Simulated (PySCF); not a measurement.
Ru (ruthenium, neutral) across methods

[Kr] 4d6 5s1 6s1, high-spin 7D determinant (an excited configuration). Computed with PySCF 2.14 in aug-cc-pVTZ-PP with ECP28MDF (6s6p5d3f2g, 88 functions), with scalar relativity through the core potential.

```json
{"method": "UHF", "E (hartree)": "-93.65699", "mean ε 4d β (eV)": "-15.448", "mean ε 5s α (eV)": "-11.512", "mean ε 6s α (eV)": "-2.308", "Σ⟨r²⟩ (bohr²)": "128.0", "⟨S²⟩": "12.003"}
{"method": "B3LYP", "E (hartree)": "-94.3005", "mean ε 4d β (eV)": "-11.554", "mean ε 5s α (eV)": "-9.738", "mean ε 6s α (eV)": "-1.736", "Σ⟨r²⟩ (bohr²)": "124.5", "⟨S²⟩": "12.001"}
{"method": "PBE", "E (hartree)": "-94.2831", "mean ε 4d β (eV)": "-10.138", "mean ε 5s α (eV)": "-9.195", "mean ε 6s α (eV)": "-1.642", "Σ⟨r²⟩ (bohr²)": "124.2", "⟨S²⟩": "12.001"}
{"method": "PBE0", "E (hartree)": "-94.2698", "mean ε 4d β (eV)": "-11.711", "mean ε 5s α (eV)": "-9.901", "mean ε 6s α (eV)": "-1.873", "Σ⟨r²⟩ (bohr²)": "125.2", "⟨S²⟩": "12.001"}
{"method": "B97-3", "E (hartree)": "-94.2721", "mean ε 4d β (eV)": "-11.877", "mean ε 5s α (eV)": "-9.696", "mean ε 6s α (eV)": "-1.810", "Σ⟨r²⟩ (bohr²)": "125.6", "⟨S²⟩": "12.001"}
{"method": "r2SCAN", "E (hartree)": "-94.3118", "mean ε 4d β (eV)": "-10.105", "mean ε 5s α (eV)": "-9.431", "mean ε 6s α (eV)": "-1.592", "Σ⟨r²⟩ (bohr²)": "124.0", "⟨S²⟩": "12.001"}
{"method": "TPSSh", "E (hartree)": "-94.2426", "mean ε 4d β (eV)": "-10.918", "mean ε 5s α (eV)": "-9.400", "mean ε 6s α (eV)": "-1.681", "Σ⟨r²⟩ (bohr²)": "126.1", "⟨S²⟩": "12.001"}
{"method": "LDA", "E (hartree)": "-94.0614", "mean ε 4d β (eV)": "-10.092", "mean ε 5s α (eV)": "-9.449", "mean ε 6s α (eV)": "-1.630", "Σ⟨r²⟩ (bohr²)": "122.0", "⟨S²⟩": "12.001"}
```

Problem. Estimate the same row for BP86.

Solution. E (hartree) = -94.3558; mean ε 4d β (eV) = -10.384; mean ε 5s α (eV) = -9.346; mean ε 6s α (eV) = -1.685; Σ⟨r²⟩ (bohr²) = 123.4; ⟨S²⟩ = 12.001.

Energies and moments cover only the electrons outside the core potential. The outer electron is Rydberg-like, and this basis confines it to a smaller radius and binds it less than a complete one would.
